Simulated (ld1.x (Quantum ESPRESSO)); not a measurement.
**Transferability test, ultrasoft potential for silicon**

silicon (Si), ultrasoft, made with ld1.x (Quantum ESPRESSO) 7.5 (PBE, non-relativistic). Core [Ne], reference 3s2 3p2. Waves: 3s (bound): rcut 1.40, rcutus 1.75 bohr; 3s channel at -0.35 Ry: rcut 1.40, rcutus 1.75 bohr; 3p (bound): rcut 1.85, rcutus 2.50 bohr; 3p channel at 3.5 Ry: rcut 1.85, rcutus 2.50 bohr. Local part: all-electron potential smoothed inside 1.50 bohr (lloc = -1). Core correction: Bessel-smoothed model core, default radius (core density twice the valence density). Augmentation charge: built from norm-conserving waves at rcut, not smoothed further.

Energies are relative to the spin-unpolarised reference configuration 3s2 3p2; without spin polarisation the order of configurations can differ from experiment.

Task: Give the all-electron excitation energy and the error of the potential for: 3s2 3p1; 3s2 3p0; 3s1 3p0; 3s2 3p1.5; 3s0 3p4; 3s1 3p2; 3s1 3p3.

Result:

```csv
valence configuration,charge,ΔE all-electron (eV),error AE − PS (meV)
3s2 3p1,+1,7.751,-20
3s2 3p0,+2,23.756,+9.3
3s1 3p0,+3,57.658,+31
3s2 3p1.5,+0.5,2.927,-6.2
3s0 3p4,0,13.664,-17
3s1 3p2,+1,15.119,-59
3s1 3p3,0,6.759,-4.7
```

A Bessel basis up to 400 Ry misses an occupied level by 0.16 Ry, so cutoffs and ghosts were not judged.
